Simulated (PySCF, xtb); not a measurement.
Si(F)(Br)(NH2)2 (BrFH₄N₂Si), SMILES F[Si](N)(N)Br.

GFN2-xTB (xtb) at its own geometry gives an orbital gap of 7.16 eV and a dipole moment of 5.49 D.

Geometry: ωB97X-D3(BJ)/def2-SVP. This is a generated structure with no PubChem entry under its InChIKey; it may be hypothetical. Other conformers were not sampled.

Q: What does B3LYP/def2-TZVP run with PySCF give? (The exact figures need the calculation; the answer reports its results.)

A: gap 7.79 eV (levels -7.63 and 0.15 eV), dipole 2.62 D.
